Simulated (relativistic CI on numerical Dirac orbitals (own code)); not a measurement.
Cd VI: sensitivity of the levels to the model

Base calculation: Dirac-Coulomb-Breit CI, separate exchange-only KLI orbitals for each configuration, model QED (radiative potential, 1s self-energy scaled to tabulated hydrogen-like ionisation energies), valence Slater integrals scaled by 0.85, P86 correlation energy added to each configuration.

Configuration list (outside the closed core [Ar] 3d10): 4s2.4p6.4d7, 4s2.4p6.4d6.5s, 4s2.4p6.4d6.4f, 4s2.4p6.4d6.5p, 4s2.4p5.4d8, 4s2.4p6.4d6.5d, 4s2.4p6.4d6.6s, 4s2.4p6.4d5.5s2, 4s2.4p6.4d6.6p, 4s2.4p4.4d9, 4s2.4p6.4d5.5s.5p, 4s2.4p6.4d6.6d, 4s.4p6.4d8, 4s2.4p6.4d6.5g, 4s2.4p5.4d7.5s, 4p6.4d9. Levels of other configurations are missing.

Variants: (1) self-excluded LDA correlation estimate; (2) valence Slater integrals scaled by 0.75; (3) only the first configuration; (4) non-relativistic limit. Shifts of the energy above 4s2.4p6.4d7 4F_9/2, in cm⁻¹, for the lowest level and the first level of each name with at least 55 % of one term (blank where a level changes its place among those of its configuration and J or its character, or is not in the variant):

| Level | Base | Δ(1) | Δ(2) | Δ(3) | Δ(4) |
| --- | --- | --- | --- | --- | --- |
| 4s2.4p6.4d7 4F_9/2 | 0.0 | 0.0 | 0.0 | 0.0 | 0.0 |
| 4s2.4p6.4d7 4F_7/2 | 4507.9 | +0.1 | +58.3 | -0.1 | -4507.9 |
| 4s2.4p6.4d7 4F_5/2 | 6875.5 | +0.1 | -55.6 | +137.0 | -6875.5 |
| 4s2.4p6.4d7 4F_3/2 | 8261.2 | +0.1 | -162.2 | +248.5 | -8261.1 |
| 4s2.4p6.4d7 4P_5/2 | 16264.9 | +0.6 | -1444.1 | +1487.1 | -2646.6 |
| 4s2.4p6.4d7 2G_9/2 | 18314.3 | -0.5 | -1759.7 | +62.7 | -2307.5 |
| 4s2.4p6.4d7 4P_1/2 | 18645.3 | +0.4 | -1466.6 | +1738.0 | -5026.9 |
| 4s2.4p6.4d7 2G_7/2 | 22419.4 | -0.6 | -1756.4 | +285.2 | -6412.6 |
| 4s2.4p6.4d7 2D_5/2 | 24960.6 | -0.4 | -1918.8 | +2449.3 | -4285.5 |
| 4s2.4p6.4d7 2H_11/2 | 25387.8 | -0.3 | -2554.3 | -817.7 | -3256.1 |
| 4s2.4p6.4d7 2P_1/2 | 26340.4 | -0.2 | -1646.6 | +2765.6 | -8409.7 |
| 4s2.4p6.4d7 2H_9/2 | 29928.6 | -0.3 | -2422.2 | -631.3 | -7797.0 |
| 4s2.4p6.4d7 2D_3/2 | 32505.6 | -0.4 | -1939.0 | +2404.5 | -11830.4 |
| 4s2.4p6.4d7 2F_5/2 | 37785.8 | 0.0 | -3838.1 | +1678.2 | -3169.0 |

At this charge configurations can still be misplaced by up to about 7 % of their energy.

Ionisation energy from the two ground configurations alone: base 88.31 eV; self-excluded LDA correlation estimate 88.69 eV; valence Slater integrals scaled by 0.75 88.48 eV. The NIST ASD value (theoretical) is 87 eV.

LS names give the leading component of a level, which can be under half, so a name can repeat, a term be missing and a line seem to break the LS rules.
